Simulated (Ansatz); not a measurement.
Computed with Ansatz on PBE0-D4/def2-TZVP structures; ΔE is electronic, products minus reactants. CCSD(T)/CBS is the MP2 limit (def2-TZVPP, def2-QZVPP) plus CCSD(T) − MP2 in def2-TZVPP, frozen cores. Functionals use def2-TZVPP. def2 core potentials past Kr. For Ge, Sn outer-core shells are correlated without core-valence functions, which leaves a few kJ/mol of doubt a bond. Scalar relativity is left out up to krypton. Each species was taken in one conformer, which may not be the lowest.

`[CH3][SnH2][CH3]` + `[OH][Ge][OH]` → `C[O][Ge][OH]` + `[CH3][SnH3]`  (substitution at a C–Sn bond)

| level | ΔE (kJ/mol) |
| --- | --- |
| PBE0-D4 | 69.9 |
| ωB97M-V | 72.0 |
| CCSD/def2-TZVPP | 71.9 |
| SCS-MP2/def2-QZVPP | 78.5 |

**Question.** What does CCSD(T)/CBS give? (Estimate.)

**Answer.** Ansatz gave: +79.1 kJ/mol. The listed levels differ from it by -9.2, -7.1, -7.2, -0.6 kJ/mol.

Largest T1 diagnostic among the species: 0.015.

In def2-TZVPP, CCSD(T) changes the Hartree–Fock value by +11.4 kJ/mol (the triples alone add +0.4 kJ/mol) and MP2 by +20.5 kJ/mol.
